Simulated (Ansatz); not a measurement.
Caution, from a PySCF single point (PBE0-D3(BJ)/def2-TZVP) at this geometry: the restricted solution is unstable towards spin-unrestricted or complex orbitals, so a lower solution exists and this singlet may not be the ground state. This singlet is an excited state, 0.84 eV above the relaxed triplet at the level B3LYP/cc-pVTZ // PBE0-D3(BJ)/def2-TZVP (Ansatz, a first-principles code).

A geometry relaxed with PBE0-D3(BJ)/def2-TZVP in Ansatz, charge 1, multiplicity 1:

```xyz
5

C     -0.1037     0.1095    -0.2222
C      1.1519     0.1462    -0.0552
H      2.1990    -0.0733     0.0861
N     -1.2986     0.3066    -0.3823
H     -1.9486    -0.4889    -0.4621
```

**Question.** Write the SMILES of this molecule.

**Answer.** `C#C[NH+]`
